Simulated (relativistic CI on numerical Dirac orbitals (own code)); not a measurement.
# Cr4+: resonant inelastic scattering at the L2,3 edge

Computed with this model: Dirac-Coulomb-Breit CI, KLI orbitals optimised for each configuration, a model potential for QED, Kramers-Heisenberg scattering through one core-hole configuration in a parametric crystal field, unscaled Slater integrals; configurations [Ar] 3d2 → [He] 2s2 2p5 3s2 3p6 3d3; 300 K; core-hole width 0.24 eV; summed over polarisations. Incident energies are the highest absorption maxima for each field (at most a few, so the weaker spin-orbit partner edge can be absent), on the computed scale of the free ion. Intensities are in per cent of the strongest line above 0.02 eV; levels within 1 cm⁻¹ are merged; final levels count from the ground level, the first row holds all elastic scattering, lines under 0.4 are left out and each table stops after 24 rows. The scale of the Slater integrals is a model choice and moves the terms in proportion.

Field parameters in Wybourne normalisation: Oh B⁴₀ = 21Dq, B⁴₄ = √(5/14) B⁴₀. The field is a parameter set, without covalency.

S is read from ⟨S²⟩ = S(S + 1).

Oh, 10Dq = 5000 cm⁻¹:

```csv
Final level (eV),Degeneracy,Irrep,S,583.9 eV,589.8 eV,594 eV
0.000,2,E,1.00,633.8,97.0,207.7
0.005,3,T2,1.00,128.4,4.2,45.9
0.062,3,T1,1.00,26.0,23.8,11.6
0.093,1,A1,1.00,10.4,1.4,3.9
0.537,1,A2,1.00,18.5,14.6,1.4
0.542,3,T2,1.00,24.7,51.8,51.5
0.568,3,T1,1.00,30.9,30.1,11.3
0.571,2,E,1.00,8.5,18.4,71.9
1.179,3,T2,1.00,4.9,31.6,21.7
2.153,3,T2,0.02,10.0,10.6,78.4
2.281,2,E,0.02,8.4,4.4,31.4
2.754,1,A1,1.00,1.1,6.1,35.1
2.775,3,T1,1.00,1.4,32.3,10.4
2.811,3,T2,1.00,2.4,47.3,18.9
2.812,2,E,0.99,3.6,30.6,13.6
3.324,3,T2,0.00,3.0,2.3,100.0
3.591,3,T1,0.00,3.5,3.3,56.4
3.630,1,A1,0.00,0.8,0.8,14.1
3.813,2,E,0.00,2.8,1.9,14.7
```

Oh, 10Dq = 11300 cm⁻¹:

| Final level (eV) | Degeneracy | Irrep | S | 584.2 eV | 590.7 eV | 594.3 eV |
| --- | --- | --- | --- | --- | --- | --- |
| 0.000 | 2 | E | 1.00 | 322.8 | 186.3 | 261.6 |
| 0.003 | 3 | T2 | 1.00 | 57.4 | 1.1 | 58.8 |
| 0.058 | 3 | T1 | 1.00 | 15.5 | 10.6 | 52.4 |
| 0.086 | 1 | A1 | 1.00 | 2.8 | 1.7 | 5.0 |
| 1.230 | 1 | A2 | 1.00 | 4.2 | 3.0 | 13.9 |
| 1.235 | 3 | T2 | 1.00 | 4.6 | 37.9 | 17.7 |
| 1.259 | 3 | T1 | 1.00 | 7.2 | 12.4 | 27.2 |
| 1.260 | 2 | E | 1.00 | 3.8 | 12.8 | 17.4 |
| 2.220 | 3 | T2 | 0.01 | 10.5 | 15.1 | 100.0 |
| 2.312 | 2 | E | 0.01 | 5.3 | 1.8 | 19.3 |
| 2.651 | 3 | T2 | 1.00 | 4.8 | 43.6 | 19.0 |
| 3.366 | 1 | A1 | 1.00 | 2.4 | 2.1 | 34.7 |
| 3.386 | 3 | T1 | 1.00 | 4.2 | 18.6 | 22.1 |
| 3.417 | 3 | T2 | 1.00 | 5.3 | 22.0 | 6.5 |
| 3.418 | 2 | E | 1.00 | 3.4 | 9.1 | 15.6 |
| 3.866 | 3 | T2 | 0.01 | 1.4 | 9.3 | 84.9 |
| 4.133 | 1 | A1 | 0.00 | 0.6 | 0.6 | 20.6 |
| 4.284 | 3 | T1 | 0.00 | 3.1 | 2.2 | 85.3 |
| 5.171 | 2 | E | 0.00 | 0.6 | 3.6 | 16.4 |

For the first field the strongest loss at the lowest incident energy is the level at 0.57 eV (S = 1.00, against 1.00 in the thermal ground state). Levels of other spin, the first over 8 % at 2.15 eV, appear because spin-orbit coupling of the core hole, and in heavier ions of the valence shell too, mixes spins.
